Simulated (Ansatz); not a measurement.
Ansatz (an electronic-structure program) input (HF/STO-3G):

Ansatz 0.2 input:
```yaml
crystal:
  periodic: [false, false, false]
  atoms:
    - {symbol: Se, position_ang: [0.01926100, -0.01724600, 0.40055900]}
    - {symbol: F, position_ang: [0.64744200, 1.14626600, -0.74154400]}
    - {symbol: F, position_ang: [-0.72020600, -1.08111400, -0.77168000]}
basis:
  gaussian:
    orbitals: STO-3G
hamiltonian:
  xc: {name: HF}
relax: {f_tol: 0.003, max_steps: 120}
```

Output:

```
Functional definition: HF
integrals: 0.00 GiB planned
338 factors; integrals over basis functions are off by at most 3.8e-6 eV
mean field: 0.06 GiB planned
mean field evaluation 1: about -69919.1173 eV, gradient 1.7e1 eV
mean field evaluation 2: about -69919.2019 eV, gradient 1.7e1 eV
mean field evaluation 4: about -69920.8817 eV, gradient 1.2e0 eV
mean field evaluation 8: about -69920.8927 eV, gradient 4.1e-6 eV
mean field -69920.89274997 eV, -2569.5454144781 hartree, gradient 2.2e-5 eV, S^2 0.000000; 0 other end points of the search recorded, 0 dependent functions left out
the calculation of the forces begins
reference -69920.89274997 eV, -2569.5454144781 hartree; 26, 26 occupied and 2, 2 virtual orbitals, 338 factors
relax step   1: F+E_penalty+E_count = -69920.89274997 eV  Δ(F+E_penalty+E_count) = +0.000e0 eV  max|allowed force component| = 1.494e0 eV/Å  Δτ_max = 0.0000 Å  (27 SCF iters, accepted)
these checks for a lower state are left out or cut short: starts, cluster_reference, orbital_swaps, neighbouring_geometries, increment
integrals: 0.00 GiB planned
338 factors; integrals over basis functions are off by at most 5.3e-6 eV
mean field: 0.06 GiB planned
mean field evaluation 16: about -69920.9323 eV, gradient 1.5e-4 eV
mean field -69920.93230967 eV, -2569.5468682703 hartree, gradient 2.4e-5 eV, S^2 0.000000; 0 other end points of the search recorded, 0 dependent functions left out
the calculation of the forces begins
reference -69920.93230967 eV, -2569.5468682703 hartree; 26, 26 occupied and 2, 2 virtual orbitals, 338 factors
relax step   2: F+E_penalty+E_count = -69920.93230967 eV  Δ(F+E_penalty+E_count) = -3.956e-2 eV  max|allowed force component| = 1.133e-1 eV/Å  Δτ_max = 0.0512 Å  (28 SCF iters, accepted)
these checks for a lower state are left out or cut short: starts, cluster_reference, orbital_swaps, neighbouring_geometries, increment
integrals: 0.00 GiB planned
338 factors; integrals over basis functions are off by at most 4.9e-6 eV
mean field: 0.06 GiB planned
mean field -69920.93324447 eV, -2569.5469026234 hartree, gradient 2.4e-5 eV, S^2 0.000000; 0 other end points of the search recorded, 0 dependent functions left out
the calculation of the forces begins
reference -69920.93324447 eV, -2569.5469026234 hartree; 26, 26 occupied and 2, 2 virtual orbitals, 338 factors
relax step   3: F+E_penalty+E_count = -69920.93324447 eV  Δ(F+E_penalty+E_count) = -9.348e-4 eV  max|allowed force component| = 1.640e-2 eV/Å  Δτ_max = 0.0097 Å  (23 SCF iters, accepted)
these checks for a lower state are left out or cut short: starts, cluster_reference, orbital_swaps, neighbouring_geometries, increment
integrals: 0.00 GiB planned
338 factors; integrals over basis functions are off by at most 4.9e-6 eV
mean field: 0.06 GiB planned
mean field evaluation 32: about -69920.9332 eV, gradient 1.5e-4 eV
mean field -69920.93324909 eV, -2569.5469027934 hartree, gradient 2.4e-5 eV, S^2 0.000000; 0 other end points of the search recorded, 0 dependent functions left out
the calculation of the forces begins
reference -69920.93324909 eV, -2569.5469027934 hartree; 26, 26 occupied and 2, 2 virtual orbitals, 338 factors
relax step   4: F+E_penalty+E_count = -69920.93324909 eV  Δ(F+E_penalty+E_count) = -4.625e-6 eV  max|allowed force component| = 3.592e-4 eV/Å  Δτ_max = 0.0005 Å  (23 SCF iters, accepted)
integrals: 0.00 GiB planned
338 factors; integrals over basis functions are off by at most 4.9e-6 eV
mean field: 0.06 GiB planned
mean field -69920.93324909 eV, -2569.5469027934 hartree, gradient 2.4e-5 eV, S^2 0.000000; 1 other end points of the search recorded, 0 dependent functions left out
the calculation of the forces begins
reference -69920.93324909 eV, -2569.5469027934 hartree; 26, 26 occupied and 2, 2 virtual orbitals, 338 factors
Total energy: -69920.93324909 eV, -2569.5469027934 hartree
Atom 0 at     0.021422    -0.019181     0.445508 Å, force    -0.000017     0.000015    -0.000359 eV/Å
Atom 1 at     0.627516     1.116541    -0.764434 Å, force    -0.000020    -0.000055     0.000179 eV/Å
Atom 2 at    -0.702441    -1.049454    -0.793739 Å, force     0.000037     0.000039     0.000180 eV/Å
Dipole moment:     0.005571    -0.004988     0.115848 e Å
```

The geometry given is a B3LYP-D3(BJ)/def2-TZVP minimum.
